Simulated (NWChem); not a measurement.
# GeH$_{3}$SeCl; SMILES Cl[Se][GeH3]

Computed with NWChem. Coordinates come from a PBE0/def2-SVP optimisation. Ions are spin-unrestricted doublets at the neutral geometry; other ion states weren't tried.

For level PBE0/def2-SVP:

| Property | Result |
|---|---|
| vertical ionisation energy, ΔSCF (eV) | 9.02 |
| −ε(HOMO) (eV) | 6.80 |

### Question
How do the values read with level PBE/def2-SVP instead?

### Answer
vertical ionisation energy, ΔSCF (eV): 8.75
−ε(HOMO) (eV): 5.54
